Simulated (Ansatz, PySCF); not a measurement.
2-chlorocyclopenta-1,3-diene (C5H5Cl), SMILES ClC1=CCC=C1. Atoms are numbered in the order given.

```xyz
11

Cl    -0.0101     2.0220     0.0000
C     -0.0454     0.3028     0.0000
C     -1.1424    -0.4830     0.0000
C     -0.6819    -1.9047     0.0000
C      0.8115    -1.8064     0.0000
C      1.1730    -0.5079     0.0000
H     -2.1797    -0.1523     0.0000
H     -1.0536    -2.4608     0.8813
H     -1.0536    -2.4608    -0.8813
H      1.4813    -2.6670     0.0000
H      2.1817    -0.0946     0.0000
```

Coordinates come from a PBE0-D3(BJ)/def2-SVP optimisation. One conformer was computed; it need not be the lowest.

Two levels are set side by side: PBE-D3(BJ)/def2-SVP (Ansatz, a quantum-chemistry and plane-wave program) and PBE0-D3(BJ)/def2-SVP (Ansatz). Each level has its own optimised geometry; the coordinates shown are those of the second. Frequencies come from the Hessian of PySCF at each geometry. Differences are taken from unrounded values.

```json
[
 {"quantity": "mean bond length (Å)", "PBE0-D3(BJ)": "1.305"},
 {"quantity": "bond Cl1–C2 (Å)", "PBE0-D3(BJ)": "1.720"},
 {"quantity": "bond C2–C3 (Å)", "PBE0-D3(BJ)": "1.349"},
 {"quantity": "bond C2–C6 (Å)", "PBE0-D3(BJ)": "1.463"},
 {"quantity": "bond C3–C4 (Å)", "PBE0-D3(BJ)": "1.494"},
 {"quantity": "bond C4–C5 (Å)", "PBE0-D3(BJ)": "1.497"},
 {"quantity": "bond C5–C6 (Å)", "PBE0-D3(BJ)": "1.348"},
 {"quantity": "bond C3–H7 (Å)", "PBE0-D3(BJ)": "1.089"},
 {"quantity": "bond C4–H8 (Å)", "PBE0-D3(BJ)": "1.106"},
 {"quantity": "bond C4–H9 (Å)", "PBE0-D3(BJ)": "1.106"},
 {"quantity": "bond C5–H10 (Å)", "PBE0-D3(BJ)": "1.090"},
 {"quantity": "bond C6–H11 (Å)", "PBE0-D3(BJ)": "1.090"},
 {"quantity": "highest harmonic wavenumber (cm⁻¹)", "PBE0-D3(BJ)": "3270"},
 {"quantity": "mean harmonic wavenumber (cm⁻¹)", "PBE0-D3(BJ)": "1361"},
 {"quantity": "zero-point energy (kcal/mol)", "PBE0-D3(BJ)": "52.55"}
]
```

Q: What does PBE-D3(BJ) give, and how far is it from PBE0-D3(BJ)? (The exact figures need the calculation; the answer reports its results.)

A: 
| quantity | PBE-D3(BJ) | PBE-D3(BJ) minus PBE0-D3(BJ) |
|---|---|---|
| mean bond length (Å) | 1.314 | 0.009 |
| bond Cl1–C2 (Å) | 1.732 | 0.013 |
| bond C2–C3 (Å) | 1.363 | 0.014 |
| bond C2–C6 (Å) | 1.469 | 0.006 |
| bond C3–C4 (Å) | 1.502 | 0.008 |
| bond C4–C5 (Å) | 1.505 | 0.008 |
| bond C5–C6 (Å) | 1.360 | 0.012 |
| bond C3–H7 (Å) | 1.096 | 0.007 |
| bond C4–H8 (Å) | 1.115 | 0.009 |
| bond C4–H9 (Å) | 1.115 | 0.009 |
| bond C5–H10 (Å) | 1.098 | 0.008 |
| bond C6–H11 (Å) | 1.098 | 0.008 |
| highest harmonic wavenumber (cm⁻¹) | 3183 | -87 |
| mean harmonic wavenumber (cm⁻¹) | 1313 | -48 |
| zero-point energy (kcal/mol) | 50.69 | -1.86 |

Exact exchange shortens and stiffens bonds; PBE has none. Differences between two approximate levels are no errors against the true value.
